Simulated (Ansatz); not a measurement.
One change: `[CH3][Sb]([CH3])[SiH3]` becomes `CN(C)[SiH3]`.

Ansatz, PBE0-D4/def2-TZVP geometries, multiplicity 1. 

Elements past krypton have def2 core potentials.

| property | `[CH3][Sb]([CH3])[SiH3]` |
| --- | --- |
| HOMO energy (B3LYP/def2-TZVPP) / eV | -6.39 |
| HOMO–LUMO gap (B3LYP/def2-TZVPP) / eV | 5.93 |
| size of the dipole moment (ωB97M-V/def2-TZVPP) / D | 0.86 |
| HOMO–LUMO gap (PBE0/def2-TZVPP) / eV | 6.31 |
| LUMO energy (PBE/def2-TZVPP) / eV | -0.98 |
| LUMO energy (B3LYP/def2-TZVPP) / eV | -0.46 |

(1) Give the same properties after the change, and the shifts. (Estimate.)

Answers

(1) Ansatz gave: 
```
                                          property  `CN(C)[SiH3]`  shift
               HOMO energy (B3LYP/def2-TZVPP) / eV          -6.19   0.20
             HOMO–LUMO gap (B3LYP/def2-TZVPP) / eV           6.52   0.59
size of the dipole moment (ωB97M-V/def2-TZVPP) / D           1.02   0.16
              HOMO–LUMO gap (PBE0/def2-TZVPP) / eV           6.96   0.65
                 LUMO energy (PBE/def2-TZVPP) / eV          -0.28   0.70
               LUMO energy (B3LYP/def2-TZVPP) / eV           0.33   0.79
```

With PBE0 the HOMO rises by 0.17 eV and the LUMO rises by 0.81 eV, so the gap widens by about 0.64 eV. PBE moves the HOMO by 0.53 eV and ωB97M-V by -0.13 eV. Dipoles are sizes alone; their direction can turn.

B3LYP here is the variant with VWN-RPA as its local correlation; programs differ in this.

Spin–orbit coupling is left out; it splits and shifts lone-pair levels of the heavy atoms by tenths of an eV.
